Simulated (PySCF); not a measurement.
Vertical excitations of a molecule C3H7NSi2 from TDDFT-M06-2X/def2-SVPD (PySCF), as energy in eV (oscillator strength): 3.57 (0.001), 4.91 (0.001), 4.97 (0.041), 6.62 (0.000), 6.75 (0.181), 7.06 (0.006), 7.08 (0.020), 7.17 (0.001), 7.25 (0.024), 7.26 (0.008). Lowest triplet (TDA): 3.23 eV. The structure is a stationary point at PBE0-D3(BJ)/def2-SVP. A frequency run showed that this geometry is not a minimum. One conformer was computed; it need not be the lowest.

**Question.** Pick the molecule that these values belong to.
A. C=C1C=N[SiH2][SiH2]1
B. C#C/C([SiH3])=N\[SiH3]
C. [SiH3]C1=C[SiH2]C=N1
D. [SiH3]C1=C[SiH2]N=C1

**Answer.** D, [SiH3]C1=C[SiH2]N=C1
